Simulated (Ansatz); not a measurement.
Ansatz (a first-principles code) input:

Ansatz 0.2 input:
```yaml
crystal:
  periodic: [false, false, false]
  atoms:
    - {symbol: P, position_ang: [0.96137432, -0.43871587, 0.42963620]}
    - {symbol: P, position_ang: [-0.88563636, 0.31940383, -0.46907882]}
    - {symbol: H, position_ang: [1.69503628, 0.70692991, 0.00998309]}
    - {symbol: H, position_ang: [-1.04420076, 1.52255596, 0.26567279]}
    - {symbol: H, position_ang: [-1.78690483, -0.43980534, 0.31598352]}
basis:
  gaussian:
    orbitals: def2-TZVP
hamiltonian:
  xc: b3lyp
  dispersion: d3bj
magnetization: {spin_polarized: true, initial_magnetization: 1}
phonons: {temperatures: {t_min: 298.15, t_max: 298.15, t_step: 100}}
```

Problem. Which total energy does the run end on?

Solution. -684.53855 Eh (B3LYP-D3(BJ)/def2-TZVP). The basis has 92 functions.

It need not be the lowest isomer of its formula.
